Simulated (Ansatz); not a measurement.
Species: ZrF, charge 0, multiplicity 4. The spin state was set by rule; other spins were not relaxed. 
Structure (B3LYP-D3(BJ)/def2-TZVP (Ansatz, a first-principles code) minimum search):
```xyz
2

Zr     0.0000     0.0000    -0.3501
F      0.0000     0.0000     1.5561
```
Charge 0, spin multiplicity 4.

Basis-set convergence of Hartree-Fock and CCSD(T) correlation energies (hartree) with Ansatz. Valence correlation only, unless marked. Open shells are spin-unrestricted. Spin-orbit coupling is left out. Frozen are the shells of the preceding noble gas and the d and f shells that filled before the atom's block. Past Kr the def2 sets carry scalar-relativistic core potentials.

```
basis       functions       E(HF)  E(corr, CCSD(T))
----------  ---------  ----------  ----------------
def2-TZVPP         87  -146.03145          -0.31506
def2-QZVPP        138  -146.03799          -0.34197
```

Extrapolating the two largest sets (X = 3 and 4) as X^-3: E(corr) = (64·(-0.34197) - 27·(-0.31506))/37 = -0.3616 Eh, an estimate of the basis-set limit. The largest set recovers 94.6 % of it, the smallest 87.1 %.
